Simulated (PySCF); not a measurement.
One of the candidates below gave these computed data.

All candidates are C7H4ClFO.

| technique | computed result |
| --- | --- |
| NMR, other nuclei | isotropic shieldings of nuclei other than C and H, by class: -205 (1 O), 277 (1 F), 543 (1 Cl) ppm [GIAO B97-2/pcSseg-2] |
| Rotational structure | rotational constants A, B, C: 3.081, 0.616, 0.514 GHz [PBE0-D3(BJ)/def2-TZVP] |
| Dipole | 2.61 D [B97-2/pcSseg-2] |
| 1H NMR | chemical shifts (computed TMS as zero) by class: 8.65 (2 H), 7.34 (2 H) ppm [GIAO B97-2/pcSseg-2] |
| 13C NMR | chemical shifts (computed TMS as zero) by class: 178.5 (1 C), 178.1 (1 C), 143.1 (2 C), 134.7 (1 C), 121.6 (2 C) ppm [GIAO B97-2/pcSseg-2] |

The electronic properties come from PySCF, for the isolated species, density fitting. Levels stand in brackets. Isolated species at its PBE0-D3(BJ)/def2-TZVP geometry (one conformer only). NMR values are class means; diastereotopic atoms form classes of their own.

Question: Which candidate is it?
A. `O=C(Cl)c1cccc(F)c1`
B. `O=C(Cl)c1ccccc1F`
C. `O=C(F)c1ccc(Cl)cc1`
D. `O=C(Cl)c1ccc(F)cc1`

Answer: D. It is `O=C(Cl)c1ccc(F)cc1`. Numbering: `[O:1]=[C:2]([Cl:3])[c:4]1[cH:5][cH:6][c:7]([F:8])[cH:9][cH:10]1`. Its formula, C7H4ClFO, gives 5 degrees of unsaturation: 1 ring and 4 π bonds in the structure found (Kekulé form). 7 carbons fall into 5 classes; from least to most shielded: acyl halide carbon [C2] (178.5 ppm), aromatic C–F carbon [C7] (178.1 ppm), aromatic CH carbon [C5/C10] (143.1 ppm, 2 C, up to 3.1 ppm apart in this geometry), substituted aromatic carbon [C4] (134.7 ppm), aromatic CH carbon [C6/C9] (121.6 ppm, 2 C). Hydrogen classes from least to most shielded: 2 H on 2 aromatic CH carbons, C5/C10 (8.65 ppm), 2 H on 2 aromatic CH carbons, C6/C9 (7.34 ppm). The other shieldings belong to: -205 ppm, carbonyl oxygen [O1]; 277 ppm, aryl fluorine [F8]; 543 ppm, chlorine bonded to C [Cl3]. By its constants the optimised geometry is an asymmetric top.

The others, at the same levels:
- `O=C(F)c1ccc(Cl)cc1` fails: its computed 13C shifts are 165.5 (1 C), 156.3 (1 C), 140.7 (2 C), 136.1 (2 C), 129.8 (1 C) ppm, rotational constant A is 3.864 GHz (against 3.081 GHz) and smallest rotational constant is 0.483 GHz (against 0.514 GHz).
- `O=C(Cl)c1ccccc1F` fails: it has 7 carbon classes against 5; its computed 13C shifts are 178.7 (1 C), 172.4 (1 C), 143.1 (1 C), 140.9 (1 C), 130.7 (1 C), 129.3 (1 C), 123.5 (1 C) ppm, 1H shifts are 8.12 (1 H), 7.82 (1 H), 7.41 (1 H), 7.36 (1 H) ppm and rotational constant A is 2.109 GHz (against 3.081 GHz).
- `O=C(Cl)c1cccc(F)c1` fails: it has 7 carbon classes against 5; its computed 13C shifts are 179.4 (1 C), 172.9 (1 C), 141.8 (1 C), 136.7 (1 C), 133.0 (1 C), 129.0 (1 C), 127.7 (1 C) ppm, 1H shifts are 8.38 (1 H), 8.27 (1 H), 7.68 (1 H), 7.57 (1 H) ppm and rotational constant A is 2.058 GHz (against 3.081 GHz).

Each candidate is one conformer, not necessarily the lowest. The conformers computed, where there is a choice (atom-mapped SMILES and torsion angles):
- `[O:1]=[C:2]([Cl:3])[c:4]1[cH:5][cH:6][c:7]([F:8])[cH:9][cH:10]1`: O1–C2–C4–C5 178°
- `[O:1]=[C:2]([F:3])[c:4]1[cH:5][cH:6][c:7]([Cl:8])[cH:9][cH:10]1`: O1–C2–C4–C5 180°
- `[O:1]=[C:2]([Cl:3])[c:4]1[cH:5][cH:6][cH:7][cH:8][c:9]1[F:10]`: O1–C2–C4–C5 -27°
- `[O:1]=[C:2]([Cl:3])[c:4]1[cH:5][cH:6][cH:7][c:8]([F:9])[cH:10]1`: O1–C2–C4–C5 -1°
